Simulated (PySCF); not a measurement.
**Structure from 2D NMR**

Compound of formula C$_{7}$H$_{11}$BF$_{2}$. Correlations simulated from computed shifts and the bond graph:

HSQC (one-bond C–H):
```csv
δH,δC
1.79,44.3
1.76,43.0
1.67,35.0
1.66,35.0
1.44,43.0
1.30,44.3
1.27,29.0
0.66,18.7
0.58,19.3
0.44,18.7
0.44,19.3
```

COSY cross peaks (H two or three bonds apart, from the bond graph; peaks can be absent where the dihedral angle is near 90°):
```csv
δH,δH
1.79,1.30
1.79,1.27
1.76,1.67
1.76,1.66
1.76,1.44
1.67,1.66
1.67,1.44
1.67,1.27
1.66,1.44
1.66,1.27
1.30,1.27
0.66,0.58
0.66,0.44
0.66,0.44
0.58,0.44
0.58,0.44
0.44,0.44
```

HMBC (two and three bonds, from the bond graph):
```csv
δH,δC
1.79,"43.0, 35.0, 29.0, 22.0, 19.3, 18.7"
1.76,"44.3, 35.0, 29.0, 22.0, 19.3, 18.7"
1.67,"44.3, 43.0, 29.0, 22.0"
1.66,"44.3, 43.0, 29.0, 22.0"
1.44,"44.3, 35.0, 29.0, 22.0, 19.3, 18.7"
1.30,"43.0, 35.0, 29.0, 22.0, 19.3, 18.7"
1.27,"44.3, 43.0, 35.0, 22.0"
0.66,"44.3, 43.0, 22.0, 19.3"
0.58,"44.3, 43.0, 22.0, 18.7"
0.44,"44.3, 43.0, 22.0, 19.3"
0.44,"44.3, 43.0, 22.0, 18.7"
```

Carbons without hydrogens: δ 22.0.

Theoretical values (PySCF): B3LYP/pcSseg-1 with gauge-including orbitals, structure optimised with PBE0-D3(BJ)/def2-SVP. Gas phase, fast rotation and ring inversion assumed for equivalent nuclei, non-relativistic, single conformer.

Shifts are taken against calculated references (same method and geometry level): TMS for 1H (31.38 ppm) and 13C (179.24 ppm).

Exchangeable hydrogens are left out of these lists.

Work out the connectivity.

Answers

SMILES FB(F)[C@H]1CCC2(CC2)C1.

Structure with atom numbers: `[F:1][B:2]([F:3])[C@H:4]1[CH2:5][CH2:6][C:7]2([CH2:8][CH2:9]2)[CH2:10]1`; H(Xn) means a hydrogen on atom n. Ha(C5), Ha(C6), Ha(C10) are cis to B2 on the ring; Ha(C8), Ha(C9) are pro-R; Hb(C8), Hb(C9) are pro-S; Hb(C5), Hb(C6), Hb(C10) are trans to B2 on the ring.

δC 44.3 is C10, an sp3 CH2 in a ring (δH 1.30, 1.79). δC 43.0 is C6, an sp3 CH2 in a ring (δH 1.76, 1.44). δC 35.0 is C5, an sp3 CH2 in a ring (δH 1.67, 1.66). δC 29.0 is C4, an sp3 CH bonded to B (δH 1.27). δC 22.0 is C7, a three-membered-ring carbon. δC 19.3 is C9, a three-membered-ring carbon (δH 0.58, 0.44). δC 18.7 is C8, a three-membered-ring carbon (δH 0.44, 0.66). HMBC from δH 1.79 reaches the proton-free carbon C7. HMBC from δH 1.76 reaches the proton-free carbon C7. HMBC from δH 1.67 reaches the proton-free carbon C7. HMBC from δH 1.66 reaches the proton-free carbon C7. COSY links 1.79–1.30, 1.79–1.27, 1.76–1.67, 1.76–1.66, 1.76–1.44, 1.67–1.66.

The data come from this structure; uniqueness wasn't tested.

A carbon bonded to boron is broadened by the quadrupolar boron nucleus and is often missing from a measured spectrum. Shifts are as computed. Against solution values, carbons near 30 ppm lie about +2 ppm off and those near 130 ppm about +6 ppm. Of 1211 compounds with measured shifts, 218 miss one by over three times the rms of a fit or turn the order of signals round; such compounds aren't used in these exercises.
